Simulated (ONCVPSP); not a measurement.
## An all-electron radial function and its pseudo partner (indium (In))

Columns: radius, all-electron u(r) and pseudo u(r) of the 5p shell (level -5.23 eV) of indium in the configuration [Kr] 4d10 5s2 5p0.5; revPBE, scalar-relativistic, ONCV scheme, ONCVPSP 4.0.1.

```
r (bohr)  all-electron  pseudo
   0.115       -0.0353  0.0011
   0.230        0.1442  0.0046
   0.345        0.0824  0.0108
   0.460       -0.0731  0.0203
   0.575       -0.1923  0.0338
   0.690       -0.2391  0.0520
   0.805       -0.2221  0.0754
   0.920       -0.1628  0.1043
   1.035       -0.0807  0.1386
   1.150        0.0099  0.1775
   1.265        0.1001  0.2201
   1.380        0.1847  0.2653
   1.495        0.2612  0.3114
   1.610        0.3286  0.3571
   1.725        0.3866  0.4011
   1.840        0.4356  0.4418
   1.955        0.4763  0.4784
   2.070        0.5093  0.5097
   2.185        0.5354  0.5354
   2.300        0.5552  0.5552
   2.415        0.5695  0.5695
   2.530        0.5788  0.5788
   2.645        0.5839  0.5839
   2.760        0.5851  0.5851
   2.875        0.5829  0.5829
   2.990        0.5780  0.5780
```

How many radial nodes do the two functions have?

The all-electron 5p function has n − l − 1 = 3; the pseudo-wave has 0, since the states of the same l below it are removed with the core.

At about which radius was the pseudo-wave matched?

2.30 bohr. The columns agree to 0.0005 from 2.07 bohr on; several derivatives are matched, so the curves merge somewhat inside the radius.

Where does each function peak?

Outermost all-electron maximum near 2.76 bohr, pseudo maximum near 2.76 bohr (to the table’s step).

Is the pseudo-wave norm-conserving?

Yes: the ONCV scheme keeps the norm inside the radius equal to the all-electron one, which fixes the energy derivative of the logarithmic derivative at the level.
